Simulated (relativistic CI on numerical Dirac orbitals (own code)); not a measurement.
Calculated at this level of theory: Dirac-Coulomb-Breit CI, separate exchange-only KLI orbitals for each configuration, QED by a radiative potential, unscaled Slater integrals (own radial code, finite nucleus).

Configurations in the expansion (outside the closed core [Ar] 3d10): 4s²4p⁶4d⁸, 4s²4p⁵4d⁹, 4s²4p⁶4d⁷4f, 4s4p⁶4d⁹, 4s²4p⁵4d⁸4f, 4s²4p⁶4d⁷5s, 4s4p⁶4d⁸4f, 4s²4p⁶4d⁷5p, 4s²4p⁶4d⁶4f5s, 4s²4p⁶4d⁷5d, 4s²4p⁵4d⁸5s, 4s²4p⁶4d⁶5s5p, 4s²4p⁶4d⁷5f, 4s²4p⁶4d⁷6s, 4s²4p⁶4d⁷6p, 4s4p⁶4d⁷4f5s, 4s²4p⁵4d⁸5d, 4s4p⁶4d⁸5s, 4p⁶4d⁹4f, 4s²4p⁶4d⁷6f, 4s4p⁶4d⁸5p, 4s²4p⁶4d⁷7p, 4s4p⁶4d⁷5s5p, 4p⁶4d¹⁰, 4p⁵4d¹⁰4f, 4s²4p⁶4d⁶5s², 4s²4p⁶4d⁵4f5s², 4s²4p⁵4d⁶4f5s², 4s4p⁶4d⁶4f5s², 4p⁶4d⁹5s, 4p⁵4d¹⁰5s, 4p⁵4d⁹4f5s. Double excitations out of closed p, d and f shells are left out; levels of such configurations are missing from the list, as are those of other unlisted configurations, and high levels can miss mixing partners. These lack a partner that the ground configuration has and come out too high: 4s²4p⁵4d⁸5d.

At this charge energies of transitions that change n are usually good to better than 1 %, and those within a shell (Δn = 0) to a few per cent. Terms inside the open d or f shell come out 10 to 20 % too wide with unscaled integrals.

Outline of the computed level scheme of Ho XXIV. Lowest level of each configuration: 4s²4p⁶4d⁸ ³F4 at 0.000 eV; 4s²4p⁵4d⁹ ¹D°2 at 145.019 eV; 4s²4p⁶4d⁷4f ⁵G°5 at 156.903 eV.

Some strong electric-dipole decays among the lowest 45 levels: 4s²4p⁵4d⁹ ³P°0 → 4s²4p⁶4d⁸ ³P1 (3.3e+10 s⁻¹); 4s²4p⁵4d⁹ ³D°3 → 4s²4p⁶4d⁸ ³F4 (3.1e+10 s⁻¹); 4s²4p⁵4d⁹ ¹D°2 → 4s²4p⁶4d⁸ ¹D2 (2.4e+10 s⁻¹); 4s²4p⁵4d⁹ ³D°1 → 4s²4p⁶4d⁸ ³P2 (2.1e+10 s⁻¹); 4s²4p⁵4d⁹ ³D°2 → 4s²4p⁶4d⁸ ³F3 (1.9e+10 s⁻¹); 4s²4p⁵4d⁹ ³P°1 → 4s²4p⁶4d⁸ ¹D2 (1.8e+10 s⁻¹); 4s²4p⁶4d⁷4f ⁵P°3 → 4s²4p⁶4d⁸ ³F4 (1.3e+10 s⁻¹); 4s²4p⁵4d⁹ ³P°1 → 4s²4p⁶4d⁸ ³P0 (1.2e+10 s⁻¹).

LS names give the leading component of a level, which can be under half, so a name can repeat, a term be missing and a line seem to break the LS rules.
